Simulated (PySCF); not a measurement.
## From computed data to an observable: entropy of an ideal gas

sulfuric acid anion (H₂O₄S), SMILES O=S(=O)(O)O (connectivity only; charge and spin as stated), charge -1, multiplicity 2.

Geometry: PBE0-D3(BJ)/def2-SVPD. The multiplicity is an assumed one; other spin states were not compared. The values are those of a single conformer.

PBE0-D3(BJ)/def2-SVPD (PySCF) gives the harmonic wavenumbers 172, 194, 221, 231, 318, 374, 392, 515, 552, 944, 947, 1065, 1227, 3854, 3855 cm⁻¹ and the rotational temperatures 0.2905, 0.1727, 0.1483 K. The molar mass is 98.07 g/mol, the symmetry number 2, the spin multiplicity 2.

### Question
Work out the entropy at 298.15 K and 1 atm in the rigid-rotor, harmonic-oscillator model.

### Answer

Translation (Sackur–Tetrode at 1 atm): S = R[1.5 ln M + 2.5 ln T − 1.16487] = 165.9 J/(mol K).
Rotation: q = (√π/σ) T^1.5/√(θA θB θC) = 52900, S = R[ln q + 3/2] = 102.9 J/(mol K).
Vibration: with u = 1.4388 ν/T, each mode gives R[u/(e^u − 1) − ln(1 − e^−u)]:
| ν (cm⁻¹) | modes | u | S (J/(mol K)) |
|---|---|---|---|
| 172 | 1 | 0.83 | 10.10 |
| 194 | 1 | 0.94 | 9.16 |
| 221 | 1 | 1.07 | 8.16 |
| 231 | 1 | 1.11 | 7.83 |
| 318 | 1 | 1.53 | 5.52 |
| 374 | 1 | 1.80 | 4.45 |
| 392 | 1 | 1.89 | 4.15 |
| 515 | 1 | 2.49 | 2.60 |
| 552 | 1 | 2.66 | 2.26 |
| 944 | 1 | 4.56 | 0.49 |
| 947 | 1 | 4.57 | 0.48 |
| 1065 | 1 | 5.14 | 0.30 |
| 1227 | 1 | 5.92 | 0.15 |
The stiffer modes add less than 0.005 each. Sum 55.7 J/(mol K).
Spin: R ln 2 = 5.8 J/(mol K).
Total 330.3 J/(mol K); the program's own thermochemistry gives 330.3. Translation makes up 50 % and vibration 17 %. Anharmonicity, hindered rotation and orbital degeneracy are left out.
